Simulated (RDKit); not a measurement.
Input for RDKit: UFF on CH2O (SMILES C=O).

```python
from rdkit import Chem
from rdkit.Chem import AllChem, rdDetermineBonds

blocks = [
'''4

C     0.56148386   -0.24332886    3.19898046
O    -0.48424015    0.02542717    3.72043595
H     0.83024462   -1.28006895    2.91903491
H     1.31858377    0.52981404    2.96558228
''',
]
mol = None
for b in blocks:
    f = Chem.MolFromXYZBlock(b)
    rdDetermineBonds.DetermineBonds(f, charge=0)
    mol = f if mol is None else Chem.CombineMols(mol, f)
Chem.SanitizeMol(mol)
print(Chem.MolToSmiles(Chem.RemoveHs(mol)))
ff = AllChem.UFFGetMoleculeForceField(mol, vdwThresh=100.0, ignoreInterfragInteractions=False)
e = ff.CalcEnergy()
print(f'UFF energy {e:.6f} kcal/mol')
```

Output:

```
C=O
UFF energy 1.101795 kcal/mol
```

The run finished.

Cost: about 0.03 core-seconds (a rough figure).
